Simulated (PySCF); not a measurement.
**Worked example: entropy of an ideal gas**

Al(OH)2(SH) (AlH3O2S), SMILES [OH][Al]([OH])[SH].

Geometry: PBE0-D3(BJ)/def2-SVP. One conformer was computed; it need not be the lowest.

PBE0-D3(BJ)/def2-SVP in PySCF gives the harmonic wavenumbers 163, 208, 219, 252, 301, 327, 463, 537, 584, 643, 831, 965, 2714, 3984, 4000 cm⁻¹ and the rotational temperatures 0.3076, 0.1482, 0.1000 K. The molar mass is 94.06 g/mol, the symmetry number 1, the spin multiplicity 1.

Task: Work out the entropy at 298.15 K and 1 atm in the rigid-rotor, harmonic-oscillator model.

Result: 
Translation (Sackur–Tetrode at 1 atm): S = R[1.5 ln M + 2.5 ln T − 1.16487] = 165.4 J/(mol K).
Rotation: q = (√π/σ) T^1.5/√(θA θB θC) = 135000, S = R[ln q + 3/2] = 110.7 J/(mol K).
Vibration: with u = 1.4388 ν/T, each mode gives R[u/(e^u − 1) − ln(1 − e^−u)]:
```json
[
 {"ν (cm⁻¹)": "163", "modes": "1", "u": "0.79", "S (J/(mol K))": "10.52"},
 {"ν (cm⁻¹)": "208", "modes": "1", "u": "1.00", "S (J/(mol K))": "8.62"},
 {"ν (cm⁻¹)": "219", "modes": "1", "u": "1.06", "S (J/(mol K))": "8.23"},
 {"ν (cm⁻¹)": "252", "modes": "1", "u": "1.22", "S (J/(mol K))": "7.18"},
 {"ν (cm⁻¹)": "301", "modes": "1", "u": "1.45", "S (J/(mol K))": "5.91"},
 {"ν (cm⁻¹)": "327", "modes": "1", "u": "1.58", "S (J/(mol K))": "5.33"},
 {"ν (cm⁻¹)": "463", "modes": "1", "u": "2.23", "S (J/(mol K))": "3.17"},
 {"ν (cm⁻¹)": "537", "modes": "1", "u": "2.59", "S (J/(mol K))": "2.39"},
 {"ν (cm⁻¹)": "584", "modes": "1", "u": "2.82", "S (J/(mol K))": "2.00"},
 {"ν (cm⁻¹)": "643", "modes": "1", "u": "3.10", "S (J/(mol K))": "1.60"},
 {"ν (cm⁻¹)": "831", "modes": "1", "u": "4.01", "S (J/(mol K))": "0.77"},
 {"ν (cm⁻¹)": "965", "modes": "1", "u": "4.66", "S (J/(mol K))": "0.45"}
]
```
The stiffer modes add less than 0.005 each. Sum 56.2 J/(mol K).
Spin: R ln 1 = 0.0 J/(mol K).
Total 332.3 J/(mol K); the program's own thermochemistry gives 332.3. Translation makes up 50 % and vibration 17 %. Anharmonicity, hindered rotation and orbital degeneracy are left out.
